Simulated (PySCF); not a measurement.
Si(H)2(OH)(NH2), H₅NOSi, SMILES N[SiH2]O (PBE0/def2-SVP optimised geometry):

```
8

Si    -0.001    -0.823     0.000
N     -0.522     0.810     0.000
O     -0.564    -1.651    -1.338
H     -0.519    -1.465     1.247
H      1.495    -0.823     0.000
H     -0.128     1.465    -0.665
H     -1.495     1.028     0.186
H     -0.312    -2.576    -1.417
```

Method: PBE0/def2-TZVP (PySCF 2.14.0).

What are the frontier orbital energies and the dipole moment?

HOMO-2 -9.62 eV, HOMO-1 -8.40 eV, HOMO -7.80 eV, LUMO 0.75 eV, LUMO+1 0.87 eV; dipole moment 0.35 D.

On the same geometry PBE/def2-TZVP (PySCF) gives HOMO-2 -8.00 eV, HOMO-1 -6.86 eV, HOMO -6.33 eV, LUMO -0.08 eV, LUMO+1 0.01 eV; dipole moment 0.38 D.

Meta-Löwdin charges at PBE0/def2-TZVP: Si1 0.95, N2 -0.74, O3 -0.78, H4 -0.14, H5 -0.14, H6 0.24, H7 0.24, H8 0.35.
